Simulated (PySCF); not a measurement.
B(Me)(Vi)2, SMILES C=CB(C)C=C (C₅H₉B), GFN2-xTB optimised geometry.

```
15

B     -0.37     0.11     0.00
C     -1.14     1.49     0.00
H     -0.53     2.33     0.33
H     -2.04     1.47     0.61
H     -1.46     1.72    -1.02
C      1.19     0.11     0.00
C      1.95    -0.88    -0.45
H      1.70     1.00     0.35
H      3.03    -0.83    -0.47
H      1.53    -1.80    -0.83
C     -1.15    -1.24    -0.03
C     -2.43    -1.37    -0.38
H     -0.62    -2.15     0.22
H     -2.93    -2.33    -0.41
H     -3.03    -0.52    -0.65
```

Density from B3LYP/def2-TZVP (PySCF 2.14.0) at that geometry.

Minimum of the electron density along straight lines between bonded atoms, close to the bond critical point (lines longer than 1.1 times the sum of covalent radii, or with two minima, are not listed):

```tsv
bond	length / Å	ρ at the minimum / e bohr⁻³	∇²ρ there / e bohr⁻⁵	position (fraction from the first atom)
B1–C2	1.580	0.186	-0.33	0.33
C2–H3	1.088	0.276	-0.93	0.63
C2–H4	1.088	0.275	-0.92	0.63
C2–H5	1.091	0.270	-0.89	0.63
B1–C6	1.556	0.190	-0.22	0.33
C6–C7	1.332	0.355	-1.12	0.49
C6–H8	1.087	0.283	-0.99	0.64
C7–H9	1.080	0.289	-1.04	0.64
C7–H10	1.079	0.290	-1.05	0.64
B1–C11	1.557	0.190	-0.22	0.33
C11–C12	1.332	0.355	-1.12	0.49
C11–H13	1.086	0.283	-0.99	0.64
C12–H14	1.080	0.289	-1.04	0.64
C12–H15	1.078	0.290	-1.05	0.64
```
